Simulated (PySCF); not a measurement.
Atoms are numbered as in `[CH3:1][O:2][SiH2:3][C:4](=[O:5])[C:6]#[C:7][CH2:8][CH2:9][Cl:10]` (H(Xn): hydrogen on atom n).

Theoretical values (PySCF 2.14): GIAO PBE0/pcSseg-1 shieldings, GFN2-xTB structure. A single conformation, no relativistic terms, equivalent nuclei averaged, no solvent.

Referencing at the same level of theory: TMS for 13C and 1H and 29Si; 17O against H2O; 35Cl vs HCl.

| atoms | nucleus | count | δ (ppm) |
| --- | --- | --- | --- |
| C6 | 13C | 1 | 87.7 |
| C1 | 13C | 1 | 53.6 |
| C4 | 13C | 1 | ? |
| Cl10 | 35Cl | 1 | 104 |
| O5 | 17O | 1 | 883.5 |
| C7 | 13C | 1 | ? |
| H(Si3) | 1H | 2 | ? |
| O2 | 17O | 1 | -4.6 |
| H(C1) | 1H | 3 | ? |
| C9 | 13C | 1 | 47.9 |
| H(C9) | 1H | 2 | 3.64 |
| Si3 | 29Si | 1 | -50.7 |
| H(C8) | 1H | 2 | 2.94 |
| C8 | 13C | 1 | 26.7 |

Problem. Complete the table.

Solution. 
- C4: 231.2 ppm, carbonyl carbon
- C7: 110.4 ppm, alkyne carbon
- H(Si3): 4.84 ppm, hydrogen on a silicon bonded to C, O
- H(C1): 4.08 ppm, hydrogen on a methyl carbon bonded to O; its carbon carries O, hence the downfield position

Carbons that carry Cl, above all several Cl atoms, come out too deshielded, partly because spin–orbit coupling is missing. Shifts are as computed. Against solution values, carbons near 30 ppm lie about +3 ppm off and those near 130 ppm about +5 ppm; carbons on Cl a further +6 ppm. Of 1309 compounds with measured shifts, 239 miss one by over three times the rms of a fit or turn the order of signals round; such compounds aren't used in these exercises. Unscaled 17O shifts of doubly bonded oxygen tend to come out too high, by tens of ppm or more. Experimental scales use liquid or dissolved standards, which lie at an offset from isolated H2O (liquid H2O: subtract about 36 ppm).
